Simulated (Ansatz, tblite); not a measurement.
Two members of one family (Same ligands, another metal), computed with Ansatz in the gas phase; def2 core potentials for Ce, no spin–orbit coupling. The two geometries come from different levels. HOMO and LUMO are taken over both spins. With an open 4f shell the SCF may have ended above the lowest state. The spins of the ions were chosen, not always searched. A dash marks a value that wasn't run or was left out as unsound. The structures are stationary points that may keep the symmetry of their start. Remarks come from the PBE and PBE0 runs and from stability tests at other levels; not every state was tested.

First: FeF3 (sextet, charge 0, PBE0-D4/def2-TZVP geometry; oxidised ion quintet).

```xyz
4

Fe    0.000    0.000    0.000
F    -0.087   -1.746   -0.077
F     0.164    0.800    1.547
F    -0.077    0.945   -1.470
```

| level | HOMO (eV) | LUMO (eV) | gap (eV) | vertical IE (eV) |
| --- | --- | --- | --- | --- |
| PBE-D4/def2-TZVP | -7.68 | -6.72 | 0.96 | 11.77 |
| revPBE-D4/def2-TZVP | -7.60 | -6.53 | 1.07 | – |
| r2SCAN-D4/def2-TZVP | -8.53 | -6.43 | 2.10 | 12.45 |
| PBE0-D4/def2-SVP | -10.17 | -5.11 | 5.06 | – |
| PBE0-D4/def2-TZVP | -10.56 | -5.36 | 5.20 | 13.26 |

Metal–donor distances: 3 × F 1.75 Å. The relaxed quartet lies at 0.33 eV (BLYP-D4/def2-TZVP) to 1.25 eV (r2SCAN0-D4/def2-TZVP) from the sextet. Remarks: spin-contaminated (⟨S²⟩ up to 2.21) (doublet), spin-contaminated (⟨S²⟩ up to 3.92) (quartet), spin-contaminated (⟨S²⟩ up to 6.23) (+1 quintet).

Second: CeF3 (doublet, charge 0, PBE-D4/def2-SVP geometry; oxidised ion singlet).

```xyz
4

Ce   -0.266    0.049    0.466
F     1.710   -0.428    0.812
F    -0.338    1.818   -0.589
F    -1.106   -1.438   -0.689
```

Question: What does the change do? Estimate second minus first.

Answer: 
| level | Δ HOMO (eV) | Δ LUMO (eV) | Δ gap (eV) | Δ vertical IE (eV) |
| --- | --- | --- | --- | --- |
| PBE-D4/def2-TZVP | 4.18 | 3.78 | -0.40 | -3.20 |
| revPBE-D4/def2-TZVP | 4.14 | 3.70 | -0.43 | – |
| r2SCAN-D4/def2-TZVP | 4.91 | 4.01 | -0.89 | – |
| PBE0-D4/def2-SVP | 4.08 | 3.41 | -0.67 | – |
| PBE0-D4/def2-TZVP | 4.14 | 3.52 | -0.62 | -3.70 |

Metal–donor distances: 3 × F 2.06 Å.
